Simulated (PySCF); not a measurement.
# Germanium: a sound run and one with changed settings

Sound run: Ge⁺ [Ar] 3d10 4s2 4p1, Ge²⁺ [Ar] 3d10 4s2. Computed with PySCF 2.14 in 6-31G* (5s4p3d, 32 functions), with no relativity, point nucleus. In the sound run the correlated levels freeze [Ar] 3d10. The sound run starts from symmetry-adapted Hartree-Fock orbitals and uses a fine grid where one is needed.

Changed run: initial guess atom, at most 50 SCF cycles, level shift 0.5 hartree.

```csv
species,method,sound run (hartree),changed run (hartree),converged
Ge⁺,UHF,-2074.76210,-2074.76210,yes
Ge⁺,PBE0,-2076.08320,-2076.08320,yes
Ge⁺,r2SCAN,-2076.32148,-2076.32148,yes
Ge⁺,MP2,-2074.79288,-2074.78073,yes
Ge⁺,CCSD(T),-2074.80842,-2074.80842,yes
Ge²⁺,UHF,-2074.19904,-2074.19904,yes
Ge²⁺,PBE0,-2075.49728,-2075.49728,yes
Ge²⁺,r2SCAN,-2075.72918,-2075.72918,yes
Ge²⁺,MP2,-2074.22429,-2074.21403,yes
Ge²⁺,CCSD(T),-2074.23617,-2074.23617,yes
```

Ionisation energy of Ge⁺:

| method | sound run (eV) | changed run (eV) |
| --- | --- | --- |
| UHF | 15.322 | 15.322 |
| PBE0 | 15.944 | 15.944 |
| r2SCAN | 16.117 | 16.117 |
| MP2 | 15.472 | 15.421 |
| SCS-MP2 | 15.457 | 15.413 |
| CCSD | 15.559 | 15.559 |
| CCSD(T) | 15.572 | 15.572 |

A level shift leaves the converged SCF energy unchanged but raises the virtual orbital energies, which shrinks MP2 if it is not removed.

For comparison, NIST gives 15.935 eV between the lowest levels.
